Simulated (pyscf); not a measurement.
## `[CH3][CH2][SnH3]`, singlet

Gas-phase minimum from PySCF at ωB97X-D3(BJ)/def2-SVP, one conformer. H₃C–CH₂–SnH₃ lies 8.1 kcal/mol over its isomer H₃C–SnH₂–CH₃, and others may lie lower still (electronic energy, ωB97M-D3(BJ)). 

SMILES: C[CH2][SnH3]
```xyz
11

C     -1.7963    -1.1137    -2.0512
C     -0.3918    -0.5194    -1.9219
Sn     0.0134     0.2257     0.0534
H     -1.9453    -1.9576    -1.3575
H     -1.9865    -1.4902    -3.0705
H     -2.5754    -0.3663    -1.8277
H      0.3780    -1.2708    -2.1613
H     -0.2490     0.3129    -2.6300
H     -0.1330    -1.0495     1.1879
H     -1.1243     1.4430     0.4509
H      1.5912     0.8823     0.1518
```

Bond lengths (Å): C1–C2 1.530, C1–H4 1.103, C1–H5 1.103, C1–H6 1.103, C2–Sn3 2.150, C2–H7 1.102, C2–H8 1.102, Sn3–H9 1.713, Sn3–H10 1.713, Sn3–H11 1.712. Bond angles (°): C2–C1–H4 111.6, C2–C1–H5 111.6, C2–C1–H6 111.6, H4–C1–H5 107.3, H4–C1–H6 107.2, H5–C1–H6 107.3, C1–C2–Sn3 112.7, C1–C2–H7 111.0, C1–C2–H8 111.0, Sn3–C2–H7 107.7, Sn3–C2–H8 107.7, H7–C2–H8 106.5, C2–Sn3–H9 109.5, C2–Sn3–H10 109.5 (the first ones only).

Properties at ωB97X-D3(BJ)/def2-SVP:

```json
{
 "harmonic_wavenumbers_unscaled": "83, 195, 221, 423, 449, 555, 705, 719, 754, 755, 968, 981, 1068, 1241, 1257, 1411, 1456, 1484, 1489, 1953, 1956, 1962, 3054, 3090, 3139, 3139, 3156 cm⁻¹",
 "zero_point_energy": "53.8 kcal/mol",
 "rotational_symmetry_number": "1",
 "Entropy of this conformer at 298 K and 1 atm, rigid rotor and harmonic oscillator, modes under 100 cm⁻¹ raised to 100": "323.7 J/(mol K)",
 "dipole_moment": "0.84 D"
}
```

Single-point totals, which compare only within one level (frozen core for MP2 and CC):

```csv
level,total energy (hartree)
ωB97X-D3(BJ)/def2-TZVP,-295.46421
PBE/def2-TZVP,-295.19333
r²SCAN/def2-TZVP,-295.34897
B3LYP-D3(BJ)/def2-TZVP,-295.42162
PBE0-D3(BJ)/def2-TZVP,-295.23155
M06-2X/def2-TZVP,-295.20012
ωB97M-D3(BJ)/def2-TZVP,-295.37948
HF/def2-TZVPP,-293.74291
MP2/def2-TZVPP,-294.44632
CCSD/def2-TZVPP,-294.48193
CCSD(T)/def2-TZVPP,-294.50599
```

Soft torsions are taken as harmonic, which can shift the entropy by several J/(mol K). The CCSD(T) − MP2 part came from Ansatz, without density fitting, on the same reference. The frozen core leaves the outer d or s,p core shells of the metals and heavy elements correlated in the MP2 and CC values, and def2-TZVPP describes them poorly, so these totals are far from the basis limit. Elements past Kr carry the def2 core potentials, without spin-orbit coupling.
